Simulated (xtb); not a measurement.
A run for xtb: GFN2-xTB on TaN, 2S+1 = 1, a spin state set in the input, which need not be the lowest, a point of a bond scan (R = 1.548 Å).

```
$ xtb mol.xyz --gfn 2 --sp --chrg 0 --uhf 0
2

Ta     0.00000000     0.00000000     0.00000000
N      0.00000000     0.00000000     1.54842600
```

Task: What total energy does the run end on?

Result: -4.6609 hartree.
